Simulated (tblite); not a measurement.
Species: C₇H₁₂NP.
SMILES with atom numbers: `[CH3:1][CH2:2][c:3]1[cH:4][n:5]([CH2:6][CH3:7])[cH:8][p:9]1` (hydrogens: H10, H11, H12 on C1; H13, H14 on C2; H15 on C4; H16, H17 on C6; H18, H19, H20 on C7; H21 on C8)

Computed with GFN2-xTB (tblite), gas phase: L-BFGS steps from a force-field or distance-geometry start until the largest atomic force falls under 0.01 eV/Å.

Step 21: E = -722.2346 eV
```
atom  x, y, z in Å  |  force x, y, z in eV/Å
C1     -2.9414   -1.3559   -0.4822   -0.004   0.047   0.003
C2     -2.6477   -0.0439    0.2665    0.078   0.064   0.020
C3     -1.2727    0.4740   -0.0308    0.000   0.009  -0.005
C4     -0.1517    0.1859    0.6927   -0.070  -0.019   0.052
N5      0.9670    0.8031    0.2427   -0.060   0.005   0.070
C6      2.2663    0.6615    0.8514   -0.034   0.017  -0.017
C7      3.0243   -0.5477    0.2873    0.002  -0.006  -0.019
C8      0.7371    1.5525   -0.8573    0.023   0.004   0.021
P9     -0.8925    1.5475   -1.3889   -0.013   0.006   0.059
H10    -3.8086   -1.2395   -1.1251   -0.020  -0.068  -0.017
H11    -3.1309   -2.1700    0.2133    0.004   0.003  -0.038
H12    -2.0930   -1.6299   -1.1062   -0.030  -0.017  -0.002
H13    -2.7472   -0.1979    1.3447    0.007   0.015  -0.046
H14    -3.3639    0.7269   -0.0294   -0.028  -0.093   0.027
H15    -0.0897   -0.4548    1.5550   -0.012   0.028   0.039
H16     2.1395    0.5582    1.9337   -0.005   0.038  -0.049
H17     2.8204    1.5838    0.6588    0.031  -0.021  -0.005
H18     2.5950   -0.8325   -0.6703    0.035   0.011  -0.044
H19     2.9571   -1.4027    0.9550    0.000   0.008  -0.029
H20     4.0707   -0.3032    0.1307    0.026  -0.060   0.056
H21     1.5529    2.1017   -1.2874    0.071   0.029  -0.077
```

Step 22: E = -722.2367 eV
```
atom  x, y, z in Å  |  force x, y, z in eV/Å
C1     -2.9394   -1.3551   -0.4835   -0.005   0.044   0.004
C2     -2.6499   -0.0418    0.2686    0.040   0.003   0.001
C3     -1.2735    0.4749   -0.0242   -0.018  -0.004   0.017
C4     -0.1527    0.1881    0.7012   -0.059  -0.011   0.015
N5      0.9651    0.8048    0.2462   -0.046  -0.007   0.069
C6      2.2666    0.6635    0.8501   -0.001   0.009  -0.016
C7      3.0233   -0.5466    0.2863    0.004  -0.024  -0.030
C8      0.7353    1.5484   -0.8583    0.033   0.011   0.040
P9     -0.8959    1.5426   -1.3876    0.033   0.007   0.080
H10    -3.8068   -1.2390   -1.1277    0.003  -0.070  -0.001
H11    -3.1281   -2.1738    0.2083    0.010   0.039  -0.044
H12    -2.0893   -1.6265   -1.1076   -0.048  -0.002   0.011
H13    -2.7583   -0.1972    1.3463    0.024   0.023  -0.062
H14    -3.3673    0.7264   -0.0334    0.000  -0.096   0.039
H15    -0.0852   -0.4561    1.5614   -0.030   0.058   0.022
H16     2.1490    0.5660    1.9335   -0.029   0.023  -0.041
H17     2.8238    1.5819    0.6525    0.025   0.014  -0.022
H18     2.6006   -0.8248   -0.6757    0.025   0.012  -0.059
H19     2.9467   -1.4055    0.9475   -0.006   0.003  -0.012
H20     4.0725   -0.3086    0.1380    0.018  -0.048   0.066
H21     1.5545    2.0954   -1.2877    0.029   0.014  -0.075
```

Step 23: E = -722.2387 eV
```
atom  x, y, z in Å  |  force x, y, z in eV/Å
C1     -2.9377   -1.3535   -0.4847   -0.006   0.020  -0.003
C2     -2.6512   -0.0399    0.2705   -0.016  -0.061  -0.021
C3     -1.2746    0.4758   -0.0176   -0.023  -0.009   0.032
C4     -0.1545    0.1899    0.7096   -0.024   0.008  -0.019
N5      0.9625    0.8064    0.2508   -0.010  -0.005   0.042
C6      2.2669    0.6654    0.8484    0.036  -0.003  -0.013
C7      3.0222   -0.5459    0.2848    0.002  -0.032  -0.034
C8      0.7344    1.5448   -0.8584    0.031   0.017   0.055
P9     -0.8985    1.5381   -1.3849    0.070   0.020   0.075
H10    -3.8050   -1.2399   -1.1302    0.017  -0.058   0.012
H11    -3.1253   -2.1766    0.2028    0.013   0.060  -0.032
H12    -2.0867   -1.6233   -1.1088   -0.049   0.012   0.012
H13    -2.7682   -0.1961    1.3468    0.039   0.022  -0.050
H14    -3.3705    0.7242   -0.0365    0.013  -0.071   0.039
H15    -0.0817   -0.4564    1.5682   -0.048   0.075   0.016
H16     2.1575    0.5740    1.9326   -0.044   0.004  -0.022
H17     2.8274    1.5804    0.6461    0.010   0.038  -0.039
H18     2.6065   -0.8172   -0.6821    0.020   0.015  -0.064
H19     2.9366   -1.4081    0.9401   -0.017  -0.005   0.000
H20     4.0746   -0.3149    0.1462    0.006  -0.032   0.069
H21     1.5563    2.0896   -1.2894   -0.021  -0.013  -0.055
```

Task: Estimate the geometry and energy of step 24. (The exact step hangs on the optimiser's Hessian estimate; all steps are aligned on step 23, rigid shifts and turns removed.)

Result: E = -722.2408 eV, largest force 0.122 eV/Å
```
atom  x, y, z in Å  |  force x, y, z in eV/Å
C1     -2.9359   -1.3514   -0.4860   -0.007  -0.016  -0.014
C2     -2.6527   -0.0389    0.2721   -0.059  -0.100  -0.037
C3     -1.2761    0.4763   -0.0104   -0.017  -0.006   0.030
C4     -0.1567    0.1916    0.7180    0.026   0.027  -0.039
N5      0.9600    0.8079    0.2563    0.037  -0.002   0.008
C6      2.2678    0.6674    0.8463    0.062  -0.015  -0.009
C7      3.0211   -0.5457    0.2826   -0.001  -0.031  -0.028
C8      0.7341    1.5412   -0.8573    0.023   0.025   0.057
P9     -0.9000    1.5338   -1.3806    0.081   0.040   0.048
H10    -3.8029   -1.2420   -1.1328    0.015  -0.036   0.014
H11    -3.1221   -2.1784    0.1966    0.012   0.057  -0.002
H12    -2.0848   -1.6196   -1.1098   -0.029   0.020   0.000
H13    -2.7778   -0.1945    1.3465    0.049   0.007  -0.016
H14    -3.3735    0.7208   -0.0390    0.010  -0.027   0.028
H15    -0.0790   -0.4552    1.5757   -0.063   0.080   0.022
H16     2.1653    0.5822    1.9312   -0.045  -0.016  -0.001
H17     2.8311    1.5797    0.6385   -0.011   0.045  -0.050
H18     2.6128   -0.8090   -0.6899    0.023   0.018  -0.055
H19     2.9259   -1.4109    0.9324   -0.033  -0.011   0.003
H20     4.0769   -0.3220    0.1561   -0.007  -0.019   0.065
H21     1.5576    2.0834   -1.2923   -0.064  -0.041  -0.025
```

The energy changes by -0.0021 eV. The first-order estimate −F·Δx gives -0.0028 eV and the mean of the old and new forces, exact on a quadratic surface, -0.0020 eV. The step makes an angle of 74° with the force vector and moves no atom by more than 0.013 Å.

What follows is the cost of the whole relaxation. Time: 0.86 s wall. Hardware: an Arm Neoverse V2 with one thread, no GPU (shared host).
